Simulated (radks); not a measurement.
Task: Species: Pb14+. Configuration: [Xe] 4f14. Calculated with a radial shooting solver on a logarithmic mesh with Libxc functionals: Dirac Kohn-Sham, PBE, spin-unpolarised, spherical densities, point nucleus.

Spin-orbit splittings of the eigenvalues, e(l+1/2) - e(l-1/2), with zeta = 2 splitting/(2l+1) and mean radii in bohr:

| shell | occ. | splitting (eV) | zeta (eV) | <r> j=l-1/2 | <r> j=l+1/2 |
|---|---|---|---|---|---|
| 2p | 6 | 2190 | 1460 | 0.05487 | 0.06379 |
| 3p | 6 | 489.1 | 326.1 | 0.1644 | 0.1806 |
| 3d | 10 | ? | ? | 0.1569 | 0.1618 |
| 4p | 6 | 120.2 | 80.15 | 0.3845 | 0.4186 |
| 4d | 10 | 22.54 | 9.016 | 0.4225 | 0.4333 |
| 4f | 14 | 5.177 | 1.479 | 0.4424 | 0.4481 |
| 5p | 6 | 27.30 | 18.20 | 0.8505 | 0.9139 |
| 5d | 0 | 4.554 | 1.822 | 1.013 | 1.032 |

Estimate the 3d splitting.

Result: 104.1 eV (zeta = 41.65 eV).
